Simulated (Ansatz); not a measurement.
Compare A (`O[Si](F)([SiH3])Cl`) with its isomer B (`F[SiH2]O[SiH2]Cl`).

Calculated with Ansatz (gas phase, PBE0-D4/def2-TZVP geometries, no zero-point term in ΔE). CBS: MP2 limit from def2 TZ/QZ plus the TZ coupled-cluster correction, frozen cores. Functionals use def2-TZVPP. B3LYP here is the variant with VWN-RPA as its local correlation; programs differ in this. One conformer a species, not always the lowest.

A:

Z-matrix (Å, degrees):
```
Si
F 1 1.594
Si 1 2.329 2 110.8
O 1 1.624 2 110.0 3 120.9
Cl 1 2.053 2 105.1 3 -120.6
H 3 1.485 1 108.6 2 -56.8
H 3 1.485 1 109.8 2 63.3
H 3 1.484 1 108.7 2 -176.3
H 4 0.960 1 119.7 2 70.6
```

B:

Z-matrix (Å, degrees):
```
Si
O 1 1.624
F 1 1.593 2 109.1
H 1 1.475 2 108.0 3 -117.1
H 1 1.477 2 110.4 3 118.1
Si 2 1.626 1 148.3 3 -64.1
Cl 6 2.050 2 109.9 1 -29.0
H 6 1.477 2 110.0 1 89.5
H 6 1.476 2 108.5 1 -147.0
```

Which isomer does CCSD(T)/CBS put lower? Give the gap. (Estimate.)

The calculation gave: B, by 108.4 kJ/mol.

Give E(B) − E(A) in kJ/mol with PBE0-D4, HF/def2-TZVPP, B3LYP, MP2/def2-TZVPP, BLYP-D4, PBE-D4, ωB97M-V. (Estimate.)

The calculation gave: PBE0-D4 -87.1, HF/def2-TZVPP -137.1, B3LYP -106.4, MP2/def2-TZVPP -116.3, BLYP-D4 -96.5, PBE-D4 -76.4, ωB97M-V -106.6. None reverses the order clearly.

Does the order hold for the free energy at 298.15 K (harmonic terms from PBE0-D4)? (Best estimate.)

Computed: Yes: G(B) − G(A) = -111.0 kJ/mol, for one conformer each. Modes under 60 cm⁻¹, often nearly free rotors, make the harmonic entropy too high.

Largest T1 diagnostic: 0.012.

Leaving LDA and LC-ωPBE aside and taking each functional with its dispersion term where it has one, the values, not all of them listed here, spread over 40.9 kJ/mol, from BHLYP-D4 to revPBE-D4. In def2-TZVPP, CCSD(T) changes the Hartree–Fock value by +28.8 kJ/mol (the triples alone add +4.4 kJ/mol) and MP2 by +20.8 kJ/mol.
